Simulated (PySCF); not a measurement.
# Computed properties of Ge(H)(Cl)2(vinyl) (C2H4Cl2Ge), SMILES [Cl][GeH]([CH]=C)[Cl]

Ge(H)(Cl)2(vinyl) (C2H4Cl2Ge), SMILES C=[CH][GeH]([Cl])[Cl]. Coordinates come from a r2SCAN-D4/def2-SVP optimisation. The structure was generated by enumeration, and PubChem lists no compound with its InChIKey, so it may never have been made. Other conformers were not sampled. All values are computed for the isolated molecule unless a solvent is named; none is compared with measurement here.

**Structure.** All 21 harmonic modes at r2SCAN-D4/def2-SVP (PySCF) are real, so it is a minimum. With heavy atoms numbered as in [GeH:1]([Cl:2])([Cl:3])[CH:4]=[CH2:5], the shortest bond between them is C4–C5 at 1.338 Å and the longest Ge1–Cl3 at 2.163 Å.

**Vibrations.** The strongest infrared lines (harmonic, unscaled, degenerate partners summed) lie at 2179 cm⁻¹ (99 km/mol, H 99 %), 739 cm⁻¹ (89 km/mol, H 95 %), 432 cm⁻¹ (81 km/mol, Cl 58 %, Ge 40 %). The softest mode is at 70 cm⁻¹ and the zero-point energy is 33.3 kcal/mol.

**Electronic structure.** ωB97X/def2-TZVP (PySCF) places the frontier levels at -10.98 and 0.93 eV, a gap of 11.91 eV, and gives a dipole moment of 2.80 D and a mean polarisability of 74.4 bohr³. PBE/def2-TZVP (PySCF) at the same geometry gives -7.38 and -2.20 eV, so its gap is 6.73 eV narrower. An orbital gap is neither the optical nor the fundamental gap.

**Excitations.** TDA-CAM-B3LYP/def2-SVPD (PySCF) has S1 at 6.48 eV (191 nm, f = 0.016, weak); the most intense of the 10 singlets computed lies at 7.58 eV (f = 0.17). T1 (TDA) is at 4.21 eV, 2.27 eV under S1. TDA-PBE/def2-SVPD (PySCF) puts S1 at 5.33 eV. No vertical singlet excitation falls in the visible range (under 3.1 eV).

**NMR.** GIAO shifts at HF/pcSseg-1 (PySCF) (non-relativistic, atoms alike by connectivity averaged): ¹³C from 135.8 to 152.8 ppm against TMS; ¹H from 5.9 to 7.1 ppm against TMS. Without spin–orbit terms, shifts of atoms bonded to Cl or Br come out too high.
